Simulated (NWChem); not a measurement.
SOF, doublet; SMILES O=[S]F

All runs: NWChem. Pople sets run with spherical d functions. Spin-unrestricted. Medium grid unless said otherwise, to which SCAN and Minnesota functionals are sensitive. In the optimisation the excess spin sits in a" (Cs, its own frame). Geometry: optimised at PBE-D3(BJ)/def2-SVP, spin-unrestricted. No stability test was run on the SCF state. Level r2SCAN/6-31G*: single points from the atomic guess with DIIS by default; each run changes one setting, and all converged runs end within 0.3 mHa of each other. NWChem's automatic level shift, which a small gap switches on, acted in some of these runs.

Question: Which setting needs the most SCF iterations, or fails (DIIS on 3 Fock matrices; level shift of 0.5 Ha throughout; core-Hamiltonian guess; defaults; no DIIS, 40 % damping)?

Answer: no DIIS, 40 % damping, with 28 against 10 for the defaults.
```
setting                           SCF iterations
--------------------------------  --------------
defaults                                      10
DIIS on 3 Fock matrices                       11
no DIIS, 40 % damping                         28
level shift of 0.5 Ha throughout              17
core-Hamiltonian guess                        14
```
